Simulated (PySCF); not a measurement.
Compound: C5H8N2O2.
Atom-mapped SMILES: `[CH3:1][CH:2]([CH3:3])[O:4][c:5]1[n:6][cH:7][n:8][o:9]1` (hydrogens: H10, H11, H12 on C1; H13 on C2; H14, H15, H16 on C3; H17 on C7)

The closed-shell SCF was solved with PySCF and density fitting under several settings on one GFN2-xTB geometry (grid level 2 and gas phase unless stated).

```tsv
settings	basis functions	SCF cycles	E (Eh)	HOMO (eV)	LUMO (eV)	dipole (D)
OLYP/def2-SVPD, grid level 1	250	13	-454.8058	-6.29	-1.06	3.43
LDA/pcSseg-1, fitting basis def2-universal-jkfit	193	13	-451.4966	-6.65	-1.45	3.44
revPBE/6-31G, grid level 4	97	16	-454.9565	-6.31	-1.11	3.58
```

Question: Estimate the row for these settings: KT3/pcSseg-1, IEF-PCM acetone.

Answer: 
```tsv
settings	basis functions	SCF cycles	E (Eh)	HOMO (eV)	LUMO (eV)	dipole (D)
KT3/pcSseg-1, IEF-PCM acetone	193	16	-461.9788	-6.51	-1.21	4.12
```

Question: Over all rows, what range does the HOMO–LUMO gap span?

Answer: From 5.20 eV to 5.30 eV.

Whole jobs, the steps after the SCF included, on one thread, Arm Neoverse V2 (aarch64), no GPU (shared host):

```json
{"settings": "OLYP/def2-SVPD, grid level 1", "work after the SCF": "1 singlet by full TDDFT, 2 Tamm–Dancoff triplets, polarisability", "wall time": "41 s", "peak memory": "0.74 GiB"}
{"settings": "LDA/pcSseg-1, fitting basis def2-universal-jkfit", "work after the SCF": "shieldings, ring-centre shieldings", "wall time": "24 s", "peak memory": "0.68 GiB"}
{"settings": "revPBE/6-31G, grid level 4", "work after the SCF": "3 singlets by full TDDFT, 5 Tamm–Dancoff triplets, polarisability", "wall time": "28 s", "peak memory": "0.50 GiB"}
{"settings": "KT3/pcSseg-1, IEF-PCM acetone", "work after the SCF": "spin–spin couplings from 8 perturbed nuclei, spin–dipole term left out", "wall time": "19 s", "peak memory": "0.79 GiB"}
```

Cycle counts include a coarse-grid stage where the run had one. KT3 was designed for NMR shieldings or shifts; total energies of different functionals aren't comparable. The species at its GFN2-xTB geometry (one conformer only).

The values belong to the conformer `[CH3:1][CH:2]([CH3:3])[O:4][c:5]1[n:6][cH:7][n:8][o:9]1`: C1–C2–O4–C5 -161°, C2–O4–C5–N6 1°.
